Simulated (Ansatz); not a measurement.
Name a neutral molecule of Cl, In, N, Si and H with HOMO energy (PBE/def2-TZVPP) between -6.90 and -6.60 eV and size of the dipole moment (ωB97M-V/def2-TZVPP) between 1.30 and 1.60 D (Ansatz, PBE0-D4/def2-TZVP geometry).

`[SiH3][N]([SiH3])[In]([Cl])[Cl]` (-6.72 eV, 1.35 D). Other molecules can fit too; these were computed, each in one conformer that needn't be the lowest.
